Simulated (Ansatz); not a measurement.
Frontier orbitals of `C[SiH](F)Br`.

Z-matrix (Å, degrees):
```
C
Si 1 1.844
H 1 1.093 2 110.1
H 1 1.092 2 110.3 3 119.8
H 1 1.092 2 110.6 3 -120.2
F 2 1.594 1 109.5 3 60.2
Br 2 2.213 1 110.3 3 178.5
H 2 1.478 1 114.1 3 -60.3
```

Total charge 0; spin multiplicity 1. Correlated methods include outer-core shells of Br, which these sets cover unevenly. Scalar relativity is left out up to krypton. The geometry is a stationary point of PBE0-D4/def2-TZVP. Basis def2-TZVPP, Ansatz 0.2.0.

Orbital energies of one run (eV). Highest occupied ones, from the top: -9.83, -10.10, -11.30, -11.45, -13.26, -13.49, -14.19, -14.54, -14.77, -17.08, -21.88, -23.60, -34.81, -73.56. Empty: 1.54, 1.69, 1.92, 2.95, 3.36, 3.67.

Problem. Which functional gave them?
A. BLYP
B. LDA (SPW92)
C. CAM-B3LYP
D. r2SCANh

Solution. C. HOMO energies: CAM-B3LYP -9.83, BLYP -7.05, r2SCANh -8.01, LDA (SPW92) -7.33 eV.
